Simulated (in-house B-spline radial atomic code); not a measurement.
RPA and G0W0 for Sn III (Sn2+), [Kr] 4d10 5s2, as one setting changes: the share of exact exchange in the PBE hybrid start. A dash marks a level of low quasi-particle weight. Computed with a B-spline radial code for spherical atoms: all electrons, scalar-relativistic (spin-free one-electron X2C), finite nucleus, each spin shell either full or empty, empty states to l = 9 with an (l + 1/2)⁻⁴ tail; G0W0 by contour deformation at full frequency.

| share of exact exchange in the PBE hybrid start | mean-field level (eV) | G0W0 level (eV) | RPA correlation (Eh) |
| --- | --- | --- | --- |
| 0 | -26.075 | 5s -30.92 | -3.8218 |
| 0.1 | -26.439 | 5s -30.88 | -3.7858 |
| 0.2 | -26.803 | 5s -30.84 | -3.7511 |
| 0.3 | ? | ? | ? |
| 0.4 | -27.526 | 5s -30.76 | -3.6851 |
| 0.5 | -27.885 | 5s -30.72 | -3.6536 |
| 0.6 | ? | ? | ? |
| 0.7 | -28.600 | 5s -30.64 | -3.5934 |
| 0.8 | -28.955 | 5s -30.60 | -3.5646 |
| 0.9 | -29.309 | 5s -30.56 | -3.5365 |
| 1 | -29.661 | 5s -30.52 | -3.5092 |

(1) What belongs in the row for 0.3?

(2) What belongs in the row for 0.6?

Answers

(1) mean-field level (eV): -27.165; G0W0 level (eV): 5s -30.80; RPA correlation (Eh): -3.7176.

(2) mean-field level (eV): -28.243; G0W0 level (eV): 5s -30.68; RPA correlation (Eh): -3.6231.
